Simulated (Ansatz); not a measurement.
Species: CHS (charge 0, doublet). It need not be the lowest isomer of its formula. SMILES: [CH][S]
Geometry: optimised at B3LYP-D3(BJ)/def2-TZVP (Ansatz, a quantum-chemistry and plane-wave program).

Parts of the frozen-core correlation energy in cc-pV(D+d)Z (Ansatz, hartree). Frozen orbitals: 6; correlated occupied orbitals by spin: 6 and 5; virtual: 30 and 31. Open shells are spin-unrestricted. Spin-orbit coupling is left out. Non-relativistic.

```tsv
term	value
reference (HF)	-435.91135
MP2 opposite-spin	-0.17007
MP2 same-spin	-0.06013
CCSD correlation	-0.26608
(T)	-0.01151
CCSDT minus CCSD(T)	-0.00173
CCSDT(Q) minus CCSD(T)	-0.00280
T1 diagnostic	0.058
largest doubles amplitude	0.131
<S^2> of the reference	0.976
```
